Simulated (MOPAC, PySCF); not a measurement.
C4H5BOS, SMILES `c1(cc(O)sc1)B`, neutral singlet in the gas phase. 

Z-matrix (Å, degrees):
```
C
C 1 1.3841
H 2 1.0896 1 127.55
C 1 1.4382 2 111.48 3 -179.99
C 4 1.3641 1 113.08 2 0.00
O 5 1.3414 4 126.35 1 -179.98
H 6 0.9626 5 111.00 4 -179.79
H 4 1.0898 5 122.44 6 0.03
B 1 1.5317 2 121.31 3 0.00
H 9 1.2096 1 120.96 2 -179.99
H 9 1.2102 10 119.52 1 -179.99
S 2 1.7134 3 119.84 1 -179.99
```
Charge 0, multiplicity 1.

All levels are single points at this geometry (PBE0-D3(BJ)/def2-SVP); Pople sets use spherical d functions. Orbital energies aren't observables, and empty levels follow the basis.

```csv
level,HOMO (eV),LUMO (eV),gap (eV),dipole (D),"vertical IE, Delta-SCF (eV)"
PBE-D3(BJ)/def2-TZVP in PySCF,-5.46,-2.69,2.77,2.92,8.29
ωB97X-D3(BJ)/def2-TZVP in PySCF,-8.67,0.17,8.84,2.38,8.40
B3LYP/3-21G in PySCF,-5.99,-1.73,4.27,2.71,–
B3LYP/6-311+G** in PySCF,-6.31,-2.05,4.27,2.59,–
B3LYP/LANL2DZ in PySCF,-6.31,-1.96,4.35,2.59,–
BP86/6-31G* in PySCF,-5.23,-2.44,2.79,2.90,–
HF/3-21G in PySCF,-8.60,1.83,10.43,2.00,–
HF/6-31G* in PySCF,-8.38,2.03,10.41,2.04,–
HF/STO-3G in PySCF,-6.17,5.61,11.78,2.62,–
AM1 in MOPAC,-9.11,-0.20,8.91,1.82,–
PM3 in MOPAC,-9.44,-0.95,8.50,2.14,–
PM6 in MOPAC,-9.13,-0.94,8.19,1.72,–
PM7 in MOPAC,-9.20,-1.15,8.05,1.60,–
```
